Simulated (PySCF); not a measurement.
Values are calculated unless marked as measured or tabulated.
# C2H10NOSi2

The system: C2H10NOSi2, a small molecule (built as: C site whose three back bonds go to NHSiH3, CH2SiH3, OH); neutral, doublet. The structure, one conformer, was relaxed in the gas phase by PBE0-D3(BJ)/def2-SVP. No frequency run checks that it is a minimum.

SMILES: O[C](C[SiH3])N[SiH3]

```xyz
16

C    -0.169   -0.255    1.081
N     1.126   -0.475    0.594
Si    2.176    0.774   -0.044
C    -1.328   -0.931    0.432
Si   -1.713   -0.275   -1.321
O    -0.408    1.060    1.393
H     1.375   -1.447    0.451
H     2.544    1.769    1.011
H     3.408    0.056   -0.482
H     1.592    1.529   -1.195
H    -1.140   -2.014    0.349
H    -2.227   -0.805    1.056
H    -0.549   -0.529   -2.226
H    -2.906   -0.980   -1.887
H    -1.987    1.192   -1.290
H     0.193    1.319    2.102
```
(Å; atoms numbered from 1)

EPR values by unrestricted B3LYP, IGLO-III on C N O Si, pcH-1 on H.

**Question.** Predict g and the largest hyperfine couplings. Where does the spin sit?

**Answer.** g = 2.0021, 2.0032, 2.0038. The spin sits on C1 (82 %, bonded to 1 C + 1 N + 1 O) by Mulliken populations.
```tsv
atom	isotope	isotropic (MHz)	dipolar, principal values (MHz)
C1	13C	233.4	-68.9, -68.6, 137.5
Si5	29Si	-89.1	-18.6, 9.0, 9.6
H16	1H	33.3	-9.6, -6.6, 16.2
H11	1H	27.2	-5.1, -4.6, 9.7
Si3	29Si	-27.3	-8.5, 3.4, 5.1
O6	17O	-4.3	-30.1, 14.4, 15.7
```

**Question.** How do the isotropic couplings move with BHandHLYP?

**Answer.** C1 233.4 to 277.0 MHz, Si5 -89.1 to -86.7 MHz, H16 33.3 to 32.5 MHz, H11 27.2 to 27.5 MHz.

The 2 runs behind this took 3.4 min in all, one thread each of Intel Xeon Platinum 8375C on a shared host, launched as `OMP_NUM_THREADS=1 python cluster_run.py task.json out`.
